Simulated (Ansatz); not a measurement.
Mulliken charges of CH3AlFNS (`F[C]1(S)[NH][AlH]1`) from r2SCAN/def2-TZVPP in Ansatz (PBE0-D4/def2-TZVP geometry).

```json
{"atom": "F1", "x (Å)": "-1.105", "y (Å)": "0.864", "z (Å)": "1.054", "charge (e)": "-0.222"}
{"atom": "C2", "x (Å)": "-0.092", "y (Å)": "0.238", "z (Å)": "0.334", "charge (e)": "0.168"}
{"atom": "S3", "x (Å)": "1.477", "y (Å)": "1.017", "z (Å)": "0.770", "charge (e)": "-0.179"}
{"atom": "N4", "x (Å)": "-0.325", "y (Å)": "0.221", "z (Å)": "-1.082", "charge (e)": "-0.361"}
{"atom": "Al5", "x (Å)": "-0.362", "y (Å)": "-1.444", "z (Å)": "-0.564", "charge (e)": "0.452"}
{"atom": "H6", "x (Å)": "1.343", "y (Å)": "0.898", "z (Å)": "2.100", "charge (e)": "0.094"}
{"atom": "H7", "x (Å)": "-0.294", "y (Å)": "1.074", "z (Å)": "-1.623", "charge (e)": "0.122"}
{"atom": "H8", "x (Å)": "-0.549", "y (Å)": "-2.926", "z (Å)": "-1.044", "charge (e)": "-0.076"}
```

**Question.** By hand: the dipole of these point charges (1 e Å = 4.8032 D).

**Answer.** Σ q r = (0.051, -0.629, -0.101) e Å, of length 0.639 e Å = 3.07 D.

**Question.** How does the dipole of the full density compare? (Best estimate.)

**Answer.** Computed: (-0.041, -0.510, -0.236) e Å, 2.71 D; the point charges give 1.13 times that, at 18° from its direction.

Point charges leave out the atoms' own dipoles, such as those of lone pairs, and Mulliken's split depends on the basis, so the close match here is no proof of good charges.
